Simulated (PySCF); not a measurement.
Si(F)(Cl)(Me)(OH) (CH4ClFOSi), SMILES C[Si](O)(F)Cl.

Geometry optimised at B3LYP-D3(BJ)/def2-SVP. The structure was generated by enumeration, and PubChem lists no compound with its InChIKey, so it may never have been made. One conformer was computed; it need not be the lowest.

Two levels are set side by side: PBE/def2-TZVP (PySCF) and M06-2X/def2-TZVP (PySCF). Same geometry, gas phase. Differences are taken from unrounded values.

| quantity | PBE |
|---|---|
| orbital gap (eV) | 7.41 |
| highest occupied level (eV) | -7.74 |
| lowest empty level (eV) | -0.32 |
| dipole moment (D) | 1.15 |
| mean polarisability (bohr³) | 51.3 |

These are the PBE values. What does M06-2X give? (An estimate is asked for; the answer gives what the named calculation found.)


```
quantity                     M06-2X  PBE minus M06-2X
---------------------------  ------  ----------------
orbital gap (eV)              11.87             -4.46
highest occupied level (eV)  -10.66              2.93
lowest empty level (eV)        1.21             -1.53
dipole moment (D)              1.16             -0.01
mean polarisability (bohr³)    48.5               2.8
```

Without exact exchange PBE keeps part of each electron's self-repulsion, which lifts occupied levels and narrows the gap. PBE's more diffuse valence density responds more strongly to a field. Differences between two approximate levels are no errors against the true value.

Rough cost on one machine, each run with all the roots and properties that it gave: M06-2X against PBE about 3 times.
